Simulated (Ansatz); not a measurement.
Born–Oppenheimer molecular dynamics of ClF$_{4}$H$_{2}$Ta (8 atoms, charge 0, multiplicity 1). It starts at the highest image of a converged band, a first-order saddle point between two minima.

Theory: Ansatz 0.2.0, RKS PBE/def2-SVP.

```
ensemble                      : NVE (velocity Verlet)
time step                     : 0.5 fs
steps asked                   : 200
starting velocities drawn for : 100 K
seed                          : 7327
```

Frames 0.5 fs apart, positions in Å, forces in eV/Å.

Velocities at 90 fs (Å/ps):

```
Ta -0.51 -0.10 -0.32
Cl 2.84 1.58 0.16
F -0.23 1.16 -1.27
F -0.10 -0.57 -0.15
F 3.06 -0.96 2.84
F -3.31 -1.38 1.17
H -0.80 -3.12 1.27
H 3.10 -2.03 1.16
```

```xyz
8
Properties=species:S:1:pos:R:3:forces:R:3 time_fs=90 energy_less_start_eV=0.018 T=77
Ta -0.306 -0.307 0.141 0.89 0.10 0.44
Cl 2.900 0.283 0.405 -0.13 0.45 -0.09
F -0.313 -0.072 2.046 0.02 -0.13 -0.68
F 0.082 -0.816 -1.654 -0.09 0.14 0.33
F 0.176 1.492 -0.141 0.08 0.04 -0.06
F -2.044 -0.896 0.085 -0.93 -0.23 -0.07
H 0.735 -1.678 0.508 0.09 -0.01 0.06
H 3.618 -0.763 0.624 0.08 -0.36 0.06
8
Properties=species:S:1:pos:R:3:forces:R:3 time_fs=90.5 energy_less_start_eV=0.015 T=80
Ta -0.307 -0.307 0.141 0.85 0.07 0.44
Cl 2.901 0.284 0.405 -0.10 0.39 -0.08
F -0.313 -0.071 2.045 0.02 -0.13 -0.67
F 0.082 -0.817 -1.654 -0.09 0.14 0.33
F 0.178 1.492 -0.139 0.07 0.04 -0.06
F -2.046 -0.897 0.086 -0.88 -0.21 -0.07
H 0.734 -1.680 0.509 0.08 0.01 0.06
H 3.620 -0.765 0.624 0.04 -0.31 0.05
8
Properties=species:S:1:pos:R:3:forces:R:3 time_fs=91 energy_less_start_eV=0.013 T=84
Ta -0.307 -0.307 0.140 0.81 0.03 0.44
Cl 2.902 0.285 0.405 -0.05 0.32 -0.06
F -0.313 -0.070 2.044 0.02 -0.13 -0.66
F 0.082 -0.817 -1.654 -0.09 0.14 0.33
F 0.180 1.491 -0.138 0.07 0.05 -0.07
F -2.048 -0.898 0.086 -0.82 -0.19 -0.07
H 0.734 -1.681 0.510 0.07 0.03 0.05
H 3.622 -0.767 0.625 -0.01 -0.24 0.04
8
Properties=species:S:1:pos:R:3:forces:R:3 time_fs=91.5 energy_less_start_eV=0.010 T=87
Ta -0.307 -0.307 0.140 0.76 -0.01 0.43
Cl 2.904 0.286 0.405 0.00 0.24 -0.04
F -0.313 -0.070 2.043 0.02 -0.13 -0.64
F 0.082 -0.817 -1.654 -0.09 0.14 0.33
F 0.181 1.491 -0.137 0.07 0.05 -0.07
F -2.050 -0.898 0.087 -0.76 -0.17 -0.07
H 0.734 -1.683 0.510 0.06 0.04 0.05
H 3.623 -0.769 0.626 -0.06 -0.16 0.02
8
Properties=species:S:1:pos:R:3:forces:R:3 time_fs=92 energy_less_start_eV=0.008 T=90
Ta -0.307 -0.307 0.140 0.72 -0.05 0.43
Cl 2.905 0.286 0.405 0.06 0.15 -0.03
F -0.314 -0.069 2.042 0.01 -0.13 -0.63
F 0.082 -0.817 -1.654 -0.09 0.14 0.33
F 0.183 1.490 -0.135 0.07 0.05 -0.08
F -2.052 -0.899 0.087 -0.70 -0.15 -0.07
H 0.734 -1.684 0.512 0.05 0.06 0.04
H 3.625 -0.773 0.627 -0.12 -0.07 0.00
8
Properties=species:S:1:pos:R:3:forces:R:3 time_fs=92.5 energy_less_start_eV=0.006 T=92
Ta -0.308 -0.307 0.140 0.67 -0.09 0.42
Cl 2.907 0.287 0.405 0.11 0.06 -0.01
F -0.314 -0.069 2.041 0.01 -0.13 -0.61
F 0.082 -0.817 -1.654 -0.09 0.14 0.32
F 0.184 1.490 -0.134 0.06 0.05 -0.08
F -2.054 -0.900 0.088 -0.63 -0.13 -0.07
H 0.735 -1.685 0.513 0.04 0.08 0.04
H 3.626 -0.776 0.627 -0.17 0.02 -0.02
8
Properties=species:S:1:pos:R:3:forces:R:3 time_fs=93 energy_less_start_eV=0.005 T=94
Ta -0.308 -0.307 0.140 0.61 -0.12 0.42
Cl 2.908 0.288 0.405 0.16 -0.02 0.01
F -0.314 -0.068 2.040 0.01 -0.13 -0.59
F 0.082 -0.818 -1.654 -0.08 0.14 0.32
F 0.186 1.490 -0.132 0.06 0.05 -0.08
F -2.056 -0.901 0.088 -0.57 -0.10 -0.07
H 0.735 -1.687 0.514 0.03 0.09 0.03
H 3.627 -0.779 0.628 -0.22 0.10 -0.03
8
Properties=species:S:1:pos:R:3:forces:R:3 time_fs=93.5 energy_less_start_eV=0.003 T=96
Ta -0.308 -0.307 0.140 0.56 -0.16 0.41
Cl 2.909 0.289 0.406 0.20 -0.09 0.02
F -0.314 -0.068 2.039 0.01 -0.13 -0.56
F 0.082 -0.818 -1.654 -0.08 0.14 0.31
F 0.187 1.489 -0.131 0.06 0.05 -0.09
F -2.058 -0.901 0.089 -0.50 -0.08 -0.07
H 0.736 -1.687 0.515 0.02 0.11 0.02
H 3.628 -0.782 0.629 -0.27 0.16 -0.05
8
Properties=species:S:1:pos:R:3:forces:R:3 time_fs=94 energy_less_start_eV=0.002 T=98
Ta -0.308 -0.307 0.140 0.50 -0.19 0.40
Cl 2.911 0.290 0.406 0.23 -0.14 0.03
F -0.314 -0.068 2.038 0.01 -0.13 -0.54
F 0.082 -0.818 -1.653 -0.08 0.14 0.30
F 0.189 1.489 -0.130 0.05 0.05 -0.09
F -2.061 -0.902 0.089 -0.43 -0.05 -0.07
H 0.736 -1.688 0.517 0.01 0.12 0.02
H 3.627 -0.785 0.630 -0.29 0.21 -0.06
8
Properties=species:S:1:pos:R:3:forces:R:3 time_fs=94.5 energy_less_start_eV=0.000 T=100
Ta -0.308 -0.307 0.140 0.44 -0.22 0.39
Cl 2.912 0.291 0.406 0.25 -0.17 0.04
F -0.314 -0.067 2.037 0.01 -0.13 -0.51
F 0.081 -0.818 -1.653 -0.08 0.13 0.30
F 0.191 1.488 -0.128 0.05 0.05 -0.09
F -2.063 -0.903 0.090 -0.36 -0.03 -0.07
H 0.737 -1.688 0.518 0.00 0.13 0.01
H 3.626 -0.787 0.630 -0.31 0.24 -0.06
8
Properties=species:S:1:pos:R:3:forces:R:3 time_fs=95 energy_less_start_eV=-0.001 T=102
Ta -0.308 -0.307 0.139 0.38 -0.25 0.37
Cl 2.914 0.292 0.406 0.25 -0.19 0.04
F -0.314 -0.067 2.035 0.01 -0.12 -0.48
F 0.081 -0.818 -1.653 -0.07 0.13 0.29
F 0.192 1.488 -0.127 0.05 0.04 -0.10
F -2.066 -0.904 0.090 -0.29 0.00 -0.07
H 0.737 -1.688 0.520 -0.01 0.14 0.01
H 3.625 -0.789 0.631 -0.31 0.25 -0.07
8
Properties=species:S:1:pos:R:3:forces:R:3 time_fs=95.5 energy_less_start_eV=-0.003 T=104
Ta -0.309 -0.307 0.139 0.31 -0.27 0.36
Cl 2.915 0.293 0.406 0.24 -0.18 0.04
F -0.314 -0.066 2.034 0.01 -0.12 -0.45
F 0.081 -0.818 -1.653 -0.07 0.13 0.28
F 0.194 1.487 -0.126 0.04 0.04 -0.10
F -2.068 -0.905 0.091 -0.22 0.02 -0.07
H 0.738 -1.688 0.521 -0.01 0.14 0.00
H 3.622 -0.790 0.631 -0.30 0.24 -0.06
```

Of the whole run (100 fs, mean temperature of the second half 109 K): The conserved energy stayed within 0.0087 meV per atom of its start (net change 0.0038 meV per atom), so the integration is sound. A run of 0.1 ps of so small a system gives no equilibrium averages. The orbitals stay closed-shell, which can raise the energy where a bond breaks towards radicals; this wasn't checked here.

Time of the run: 3.7 min on 4 threads of Arm Neoverse V2 (shared host), peak memory 0.17 GiB.
